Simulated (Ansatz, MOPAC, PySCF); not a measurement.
Pair of molecules: CH6Ge (SMILES [CH3][GeH3]) (first 8 atoms) with H2O (SMILES O); geometry from B3LYP-D3(BJ)/def2-TZVP.
(charge 0, multiplicity 1):
```xyz
11

C     -0.253     1.631     0.352
Ge     0.361    -0.221     0.165
H     -0.694     1.759     1.339
H     -1.000     1.858    -0.409
H      0.584     2.319     0.238
H      1.412    -0.562     1.242
H      0.999    -0.466    -1.217
H     -0.815    -1.208     0.326
O     -0.975    -0.189     3.334
H     -0.060    -0.483     3.401
H     -1.415    -0.869     2.812
```

Interaction energies are E(AB) − E(A) − E(B) at the monomers' geometry in the complex; basis-set methods are counterpoise corrected. Rows marked so take none.

Correlated levels freeze the cores. Filled d and f shells under p-block atoms count as core. Rows in STO-3G carry no dispersion term and start afresh at each structure; the Pople sets are all-electron and without relativity. The state reached by PM7 isn't checked; PM7 holds dispersion and hydrogen-bond terms.

Codes used: Ansatz (Gaussian basis) for Hartree–Fock, density functionals and correlated methods; MOPAC for PM7 (differences of heats of formation); PySCF for STO-3G rows, the dispersion terms. Values without a source in brackets are computed.

Problem. One of these levels gives 0.10 kcal/mol for the interaction energy. Which?
A. HF/STO-3G (no counterpoise)
B. PM7
C. MP2/aug-cc-pVDZ
D. CAM-B3LYP-D4/def2-TZVPPD

Solution. A, HF/STO-3G (no counterpoise). The others give -0.48 (PM7), -1.91 (CAM-B3LYP-D4/def2-TZVPPD), -1.36 (MP2/aug-cc-pVDZ)

Ansatz is a quantum-chemistry and plane-wave program.
